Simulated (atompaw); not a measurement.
Cutoff test, Ho (Z = 67), PAW (atompaw)

atompaw 4.2.0.5 input, output lines left out:

```
Ho 67
GGA-PBE scalarrelativistic loggrid 2001 logderivrange -6 5 276
6 6 5 4 0 0
6 1 0
5 2 1
4 3 10
0 0 0
c
c
c
c
v
v
c
c
c
v
v
c
c
v
c
3
3.00 2.20 2.60 1.75
n
n
y
0.2
n
y
0.4
n
custom polynom2 7 10 vanderbiltortho sinc
4 0.5 troulliermartins
1.55
2.15
1.60
3.00
3.00
3.00
2.80
```

The pseudo-atom Hamiltonian at the reference potential is diagonalised in spherical Bessel functions j_l(qr) that vanish at 20 bohr, with q² up to the cutoff. All-electron valence levels (Ry): 5s -3.9990, 6s -0.3188, 5p -2.1413, 6p -0.0979, 5d -0.1616.

Q: How do the lowest levels (Ry) of each channel move with the cutoff, and are there ghosts?

A:

```tsv
cutoff (Ry)	s #1	s #2	p #1	p #2	p #3	d #1	f #1	Σ f·Δε (mRy)
8	-3.9591	-0.3174	-1.7966	-0.0974	0.0450	-0.1477	0.0970	2165.3
10	-3.9906	-0.3184	-2.0106	-0.0977	0.0449	-0.1555	0.0970	808.0
12	-3.9975	-0.3184	-2.0933	-0.0978	0.0449	-0.1592	0.0970	294.1
15	-3.9982	-0.3185	-2.1332	-0.0978	0.0449	-0.1597	0.0970	52.8
18	-3.9984	-0.3187	-2.1396	-0.0979	0.0449	-0.1602	0.0970	13.3
21	-3.9987	-0.3188	-2.1410	-0.0979	0.0449	-0.1610	0.0970	3.1
25	-3.9988	-0.3188	-2.1412	-0.0979	0.0449	-0.1612	0.0970	1.6
30	-3.9989	-0.3188	-2.1412	-0.0979	0.0449	-0.1613	0.0970	1.2
35	-3.9989	-0.3188	-2.1413	-0.0979	0.0449	-0.1615	0.0970	0.7
40	-3.9990	-0.3188	-2.1413	-0.0979	0.0449	-0.1615	0.0970	0.5
45	-3.9990	-0.3188	-2.1413	-0.0979	0.0449	-0.1615	0.0970	0.4
400	-3.9990	-0.3188	-2.1413	-0.0979	0.0449	-0.1616	0.0970	0.0
```

Result: no extra level below or beside the all-electron valence levels (s, p, d, f tested); 10 mRy is reached at 21 Ry and 1 mRy at 35 Ry.
